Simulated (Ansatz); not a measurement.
The cluster SiB3, relaxed as a doublet with UKS r2SCAN-D4/def2-TZVP in Ansatz, starting from the GFN1-xTB geometry. Force threshold 0.02 eV/Å.

The charge 0 doublet is spin-contaminated (final ⟨S²⟩ up to 0.83, 0.75 for a pure state). The relaxation made no stability test and no search for a lower SCF solution. The structure comes from a short search, and lower isomers may exist.

Start:

Cartesian coordinates in Å:
```
B 0.2999 0.6150 0.9607
B -0.8307 0.8059 -0.0872
B -0.5038 -0.4210 -0.9803
Si 1.0345 -1.0000 0.1069
```

(1) Estimate the energy that the relaxation releases and the steps that it takes.

(2) Does the start keep its bonding and symmetry?

(3) Predict the relaxed structure.

Answers

(1) 3.9 kcal/mol, in 6 steps; 13 s on 4 threads of Arm Neoverse V1 on a shared host. No frequencies were taken in this run, so the end may be a saddle point.

(2) Bonds formed: B1–B3 (atoms count from 1). Point group C2v at the start, C2v at the end, both within 0.05 Å.

(3) 
```xyz
4

B     0.248    0.509    0.793
B    -0.939    0.910   -0.097
B    -0.415   -0.347   -0.810
Si    1.107   -1.072    0.114
```
Bond lengths: 3 × B–B 1.54 to 1.94 Å; 2 × B–Si 1.92 Å.
